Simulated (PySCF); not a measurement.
**InO from Hartree–Fock to correlated methods**

State: ²Π (doublet), unpaired electrons π ↑. Set-up: basis In def2-TZVPPD with ECP28, O def2-TZVPPD; scalar-relativistic core potentials; PySCF 2.14. De refers to In + O in their high-spin ground configurations, without counterpoise correction. The functionals are run spin-unrestricted. A positive dipole means In(−)O(+).

| Level | Re (Å) | ωe (cm⁻¹) | De (eV) | μ (D) | CPU s a point (SCF and correlation, without the integrals) |
| --- | --- | --- | --- | --- | --- |
| UHF | 2.068 | 529 | 1.75 | -2.91 | 2.4 |
| UHF-MP2 | 2.081 | 511 | 3.52 | n/a | 4.2 |
| UHF-SCS-MP2 | 2.087 | 506 | 3.46 | n/a | n/a |
| UHF-CCSD | 2.079 | 515 | 3.26 | n/a | n/a |
| UHF-CCSD(T) | 2.085 | 507 | 3.42 | n/a | 170 |
| LDA | 2.074 | 501 | 4.44 | -2.73 | 1.5 |
| PBE | 2.118 | 467 | 3.85 | -2.94 | 2.1 |
| PW91 | 2.115 | 470 | 3.88 | -2.96 | 1.4 |
| BLYP | 2.138 | 453 | 3.79 | -3.14 | 1.3 |
| BP86 | 2.117 | 469 | 3.83 | -2.92 | 1.3 |
| r²SCAN | 2.088 | 499 | 3.69 | -2.76 | 2.5 |
| B3LYP | 2.107 | 482 | 3.59 | -3.14 | 3.8 |
| PBE0 | 2.087 | 499 | 3.49 | -2.94 | 5.2 |
| ωB97X | 2.085 | 506 | 3.69 | -3.00 | 5.2 |

(1) Which functional lies closest to UHF-CCSD(T) in De, which farthest, and by how much do they differ from it?

(2) What does a quarter of exact exchange do here, going from PBE to PBE0?

(3) What does the three-parameter hybrid form, with a fifth of exact exchange, do here, going from BLYP to B3LYP?

Correlated steps freeze 5 core orbitals. These are scalar-relativistic numbers at best; spin–orbit coupling would shift them, the dissociation energy most. Counting both spins, an empty level lies below a filled one in some of these solutions, because spin and occupation are held. The state is the lowest determinant that a PBE0 search found; another state may lie lower at other levels.

The whole job (state search and all levels along the bond) took about 16 min on 2 threads of Intel Xeon Platinum 8259CL @ 2.50GHz (shared host), peak memory 3.7 GiB.

Results:

(1) Closest is PBE0 (+0.2 pm in Re, -1.6 % in ωe, +0.07 eV in De against UHF-CCSD(T) in the same basis), farthest LDA (-1.1 pm in Re, -1.2 % in ωe, +1.02 eV in De). CCSD(T) converges more slowly with the basis than the functionals do and binds too weakly in this one, so the order can change at the basis-set limit.

(2) PBE0 less PBE: -3.1 pm in Re, +6.9 % in ωe, -0.36 eV in De. Exact exchange removes part of the self-interaction that spreads semilocal densities, and in most molecules shortens and stiffens the bond and lowers De; so it does here.

(3) B3LYP less BLYP: -3.1 pm in Re, +6.4 % in ωe, -0.20 eV in De. Exact exchange removes part of the self-interaction that spreads semilocal densities, and in most molecules shortens and stiffens the bond and lowers De; so it does here.
